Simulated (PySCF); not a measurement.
Molecule: SMILES B[SiH2][CH2][GeH3], singlet. Atoms near the plane z = 0.8 Å, at the GFN2-xTB optimised geometry (x, y, z in Å): B1 (1.5, -0.8, 0.0), Si2 (-0.4, -0.8, 0.0), C3 (-1.0, 1.0, 0.0), H5 (2.1, -0.5, 0.9), H8 (-1.1, -1.4, 1.2), H9 (-2.1, 1.0, -0.1), H10 (-0.8, 1.5, 0.9).

Method: PBE/def2-TZVP run with PySCF. The values are rescaled to run from 0 to 1.

```
|000000000000000000000000000|
|000000000000000000000000000|
|000000000000000000000000000|
|000000000011110000000000000|
|000000001222211000000000000|
|000000122333332110000000000|
|000001234555543210000000000|
|000012345677654211000000000|
|000123456789764321100000000|
|000134567899865321111000000|
|000134567899865333332210000|
|000134567788765444444321000|
|000123456777765555666532100|
|000013455677766667787643100|
|000012345677777778998753200|
|000002356788777778998753200|
|000002356888877778887653100|
|000002357898877666776542100|
|000002356888766655555431000|
|000001345677655444433210000|
|000001234555544332221100000|
|000000123344332211100000000|
|000000011222211000000000000|
|000000000000000000000000000|
|000000000000000000000000000|
|000000000000000000000000000|
|000000000000000000000000000|
```
Scale: ten equal steps from 0.000 (start of '0') to 1.00 (end of '9'), in the order '0123456789'; x runs from -4.50 to 4.50, y from -4.50 (bottom) to 4.50 (top).

Q: Which quantity is mapped?
A) Laplacian of the electron density
B) deformation density (molecule minus spherical neutral atoms)
C) log10 of the electron density
D) electrostatic potential

A: C, log10 of the electron density. In full: log10 of the electron density (e/bohr³), floored at −4.
